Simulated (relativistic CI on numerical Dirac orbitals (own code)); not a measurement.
**Sensitivity of the levels of Mo¹⁷⁺ to α and to the nuclear radius**

Calculated at this level of theory: Dirac-Coulomb-Breit CI, orbitals from a KLI potential per configuration, derivatives by finite differences, unscaled Slater integrals, QED left out (own radial code, finite nucleus).

CI space (outside the closed core [Ne]): 3s²3p⁶3d⁷, 3s²3p⁵3d⁸, 3s²3p⁴3d⁹, 3s3p⁶3d⁸, 3p⁶3d⁹, 3s²3p⁶3d⁶4s, 3s3p⁵3d⁹, 3s²3p⁶3d⁶4p. Levels of other configurations are missing.

With x = (α/α₀)² − 1 an excitation energy changes as ω = ω₀ + qx; K = 2q/ω₀ is the relative enhancement. Terms are leading LS components, so labels can repeat. The field-shift factor is F = δν/δ⟨r²⟩ for the transition from the lowest level.

Lowest level 3s²3p⁶3d⁷ ⁴F9/2.

```
            Level  ω₀ (cm⁻¹)  q (cm⁻¹)       K  F (GHz/fm²)
  3s²3p⁶3d⁷ ⁴F7/2      21591     24260    2.25        0.145
  3s²3p⁶3d⁷ ⁴F5/2      31056     26670    1.72        0.166
  3s²3p⁶3d⁷ ⁴F3/2      35986     23750    1.32        0.148
  3s²3p⁶3d⁷ ⁴P3/2      53788      8792   0.327       0.0684
  3s²3p⁶3d⁷ ⁴P5/2      62357     16080   0.516        0.161
  3s²3p⁶3d⁷ ²G9/2      64471     15820   0.491        0.155
  3s²3p⁶3d⁷ ⁴P1/2      71847     22890   0.637        0.173
  3s²3p⁶3d⁷ ²G7/2      82974     32600   0.786        0.254
 3s²3p⁶3d⁷ ²H11/2      89036     19820   0.445         0.23
  3s²3p⁶3d⁷ ⁴P3/2      89714     40400   0.901         0.28
  3s²3p⁶3d⁷ ²D5/2      93256     33970   0.728        0.256
  3s²3p⁶3d⁷ ²P1/2     102825     49240   0.958        0.296
  3s²3p⁶3d⁷ ²H9/2     111081     45750   0.824        0.378
  3s²3p⁶3d⁷ ²D3/2     127310     65390    1.03        0.428
  3s²3p⁶3d⁷ ²F5/2     135242     18830   0.278        0.247
  3s²3p⁶3d⁷ ²F7/2     146632     34760   0.474        0.336
  3s²3p⁶3d⁷ ²D3/2     203029     28260   0.278        0.418
  3s²3p⁶3d⁷ ²D5/2     215413     41560   0.386        0.495
3s²3p⁵3d⁸ ⁴G°11/2    1203958     36910  0.0613         2.12
 3s²3p⁵3d⁸ ²F°7/2    1244124     45970  0.0739         1.95
 3s²3p⁵3d⁸ ⁴G°9/2    1248476     70600   0.113         2.09
 3s²3p⁵3d⁸ ²D°5/2    1249729     41410  0.0663         1.95
 3s²3p⁵3d⁸ ⁴D°7/2    1291917     73070   0.113         2.11
```

At this charge energies of transitions that change n are usually good to better than 1 %, and those within a shell (Δn = 0) to a few per cent. Terms inside the open d or f shell come out 10 to 20 % too wide with unscaled integrals.
